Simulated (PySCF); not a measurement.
Delta-SCF ions had no search for a lower state. Excitations are Tamm–Dancoff values on a coarser integration grid. The basis has no diffuse functions, so Rydberg states are missing or too high.

Cartesian coordinates (Å):
```xyz
7

O      1.5752    -0.5869    -0.8238
C      0.8817     0.1153    -0.1462
C     -0.6100    -0.1498     0.0515
F     -1.2997     0.9469    -0.3727
F     -0.8451    -0.3004     1.3857
H      1.2585     1.0077     0.3897
H     -0.9606    -1.0327    -0.4842
```
Charge 0, spin multiplicity 1.

Question: Predict the S1 excitation (TDA), brightest of the four lowest singlets (TDA), total energy, HOMO–LUMO gap, dipole moment, S1–T1 gap (TDA), HOMO and vertical ionisation energy (Delta-SCF) from M06-2X/def2-TZVP // B3LYP-D3(BJ)/def2-TZVP in PySCF.

Answer: 
```json
{
 "S1 excitation (TDA)": "3.91 eV",
 "brightest of the four lowest singlets (TDA)": "9.31 eV",
 "total_energy": "-9587.14 eV",
 "HOMO–LUMO gap": "9.30 eV",
 "dipole_moment": "0.41 D",
 "S1–T1 gap (TDA)": "0.55 eV",
 "HOMO": "-10.06 eV",
 "vertical ionisation energy (Delta-SCF)": "11.31 eV"
}
```
